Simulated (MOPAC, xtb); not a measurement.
Pair of molecules: H3NSe (SMILES N[SeH]) (first 5 atoms) with H2O (SMILES O); geometry from B3LYP-D3(BJ)/def2-TZVP, rigid monomers moved along the line of their centres of mass till N1···H7 is 1.81 Å.
(charge 0, multiplicity 1):
```xyz
8

N     -1.07292     0.40476     0.50212
Se     0.39156    -0.45012    -0.29184
H     -1.14491     1.36279     0.18173
H     -1.93319    -0.08622     0.29239
H     -0.03129    -0.39510    -1.71329
O     -0.18296     0.33389     3.13902
H     -0.55824     0.35925     2.24104
H     -0.28216    -0.57698     3.43136
```

Monomers are frozen at their geometry in the pair; levels with a basis set take the counterpoise correction.

The state that PM6 reach isn't checked.

Codes used: MOPAC for PM6 (differences of heats of formation); xtb for the GFN methods. 

One of these levels gives -2.29 kcal/mol for the interaction energy. Which one is it?
A) GFN2-xTB
B) GFN1-xTB
C) GFN-FF
D) PM6

A, GFN2-xTB. The others give -8.35 (GFN-FF), -0.50 (PM6), -6.23 (GFN1-xTB)
